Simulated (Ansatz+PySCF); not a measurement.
# quintet FeO: levels of theory in one basis

```tsv
atom	x (Å)	y (Å)	z (Å)
Fe	0.0000	0.0000	0.0000
O	0.0000	0.0000	1.6160
```

Basis set: def2-SVP (spherical functions). Correlated methods keep 6 orbitals frozen. Correlation on ROHF uses semicanonical orbitals with singles. Charge 0, multiplicity 5.

Computed with Ansatz (development build ahead of 0.2.0); each method stands on the lowest determinant of its kind that the runs found.

| method | E − E(ROHF) (eV) | <S²> of the determinant |
| --- | --- | --- |
| ROHF | 0.00 | 6.00 |
| UHF | -1.94 | 6.81 |
| ROHF-MP2 | -13.74 | – |

Q: What does UHF-MP2 give on the same scale?

A: -12.74 eV.

Q: Is a single determinant a sound starting point here?

A: It is doubtful. Unrestricted orbitals lower Hartree–Fock by 1.94 eV and <S²> is 6.81 where a pure state has 6.00, a sign of strong static correlation.

Caution: another spin multiplicity may lie lower. Caution for ROHF, ROHF-MP2: an unrestricted determinant lies well below. Caution for UHF, UHF-MP2: the unrestricted determinant is a mixture of spin states.
